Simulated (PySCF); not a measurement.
Molecule: `Cc1ccc2c(c1)C2`, C8H8.

Geometry (Å), atoms numbered from 1 in this order:
```xyz
16

C     2.4000   -0.5515   -0.2026
C     0.9591   -0.1525   -0.0695
C     0.6102    1.1890   -0.0378
C    -0.7189    1.6479    0.0678
C    -1.6223    0.6408    0.1329
C    -1.2870   -0.6973    0.1002
C    -0.0231   -1.1708    0.0012
C    -2.7294   -0.3500    0.2215
H     2.6431   -0.7303   -1.2510
H     3.0598    0.2293    0.1683
H     2.5983   -1.4693    0.3471
H     1.3995    1.9250   -0.0957
H    -0.9486    2.7031    0.0921
H     0.2556   -2.2145   -0.0236
H    -3.2262   -0.4983    1.1747
H    -3.3778   -0.4917   -0.6368
```

Frames of a GFN2-xTB Langevin trajectory at 300 K; GIAO PBE0/pcSseg-1 shieldings in PySCF 2.14.0 with density-fitted response routines, gas phase, non-relativistic; equivalent atoms averaged within each frame.

References, each an isolated molecule treated in the same way: TMS for ¹³C (σref 186.93), ¹H (σref 31.72). The references are static minima.

Question: How do the shifts (ppm) fluctuate along the trajectory?

Answer: 
```
         time (fs)     C2     C6     C3     C5     C7     C4    C1    C8   H12   H14
               250  148.0  139.4  138.1  135.3  125.7  125.6  31.6  27.5  8.25  8.22
               425  144.3  134.8  146.9  137.9  119.4  123.1  23.4  29.6  7.79  7.32
               625  156.3  134.3  131.7  131.9  123.1  120.0  25.4  23.0  7.46  7.38
               800  144.1  142.9  130.1  142.5  117.6  116.0  31.0  29.4  6.84  7.51
              1000  142.4  144.2  127.6  131.3  121.6  120.8  22.1  26.2  7.48  7.43
    mean of frames  147.0  139.1  134.9  135.8  121.5  121.1  26.7  27.1  7.56  7.57
standard deviation    5.6    4.5    7.8    4.6    3.2    3.6   4.4   2.7  0.51  0.37
```

5 frames give an uncertainty of the mean of about the standard deviation over 2.2 at best, since frames this close in time may not be independent; classical motion lacks zero-point vibration, and the reference would need the same averaging.
